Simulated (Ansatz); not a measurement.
Job for Ansatz (a first-principles code): U-CCSD(T)/cc-pV(D+d)Z on C2H5Al (SMILES C=[CH][AlH2]), a point of a bond scan (R = 2.769 Å). Files ending in .json are basis or fitting sets from the Basis Set Exchange.

Ansatz 0.2 input:
```yaml
crystal:
  periodic: [false, false, false]
  atoms:
    - {symbol: Al, position_ang: [-0.13640480, 0.16293037, 1.16257739]}
    - {symbol: H, position_ang: [-1.32419996, 2.66208145, 1.25889550]}
    - {symbol: H, position_ang: [0.17826312, -0.64444815, 2.48571591]}
    - {symbol: C, position_ang: [0.29151772, -0.55237827, -0.58963342]}
    - {symbol: C, position_ang: [0.01802875, 0.14494252, -1.69877918]}
    - {symbol: H, position_ang: [0.75944852, -1.52587481, -0.73005893]}
    - {symbol: H, position_ang: [0.24169125, -0.21989595, -2.69843926]}
    - {symbol: H, position_ang: [-0.44827436, 1.12572183, -1.65786457]}
basis:
  gaussian:
    orbitals: cc-pV_D+d_Z.json
correlation: {method: ccsd_t, electrons: outside_noble_gas}
scf: {omitted_lower_state_checks: [cluster_reference]}
magnetization: {spin_polarized: true, initial_magnetization: 0}
```

The head of its log:

```
WARN ansatz: RAYON_NUM_THREADS=1 ignored (pool sized by the plan → 1); use --threads N
Functional definition: HF
these checks for a lower state are left out or cut short: cluster_reference
integrals: 0.09 GiB planned
726 factors; integrals over basis functions are off by at most 1.4e-3 eV
mean field: 0.22 GiB planned
mean field evaluation 1: about -8717.0656 eV, gradient 1.6e1 eV
mean field evaluation 2: about -8717.1450 eV, gradient 1.6e1 eV
mean field evaluation 4: about -8719.1241 eV, gradient 1.8e0 eV
mean field evaluation 8: about -8719.1531 eV, gradient 1.1e-3 eV
mean field evaluation 16: about -8719.5941 eV, gradient 2.7e-1 eV
mean field evaluation 32: about -8719.5978 eV, gradient 9.4e-2 eV
mean field evaluation 64: about -8719.5994 eV, gradient 1.7e-1 eV
mean field evaluation 96: about -8719.5992 eV, gradient 1.6e-1 eV
mean field -8719.59970443 eV, -320.4393787807 hartree, gradient 5.9e-6 eV, S^2 0.662809; 7 other end points of the search recorded, 0 dependent functions left out
7 core orbitals not correlated
reference -8719.59970443 eV, -320.4393787807 hartree; 8, 8 occupied and 61, 61 virtual orbitals, 726 factors
```

**Question.** Give the final energy of this run.

**Answer.** -320.8281 hartree (reference determinant -320.4394, T1 diagnostic 0.071). Its determinant has ⟨S²⟩ = 0.66, a mixture of spin states.
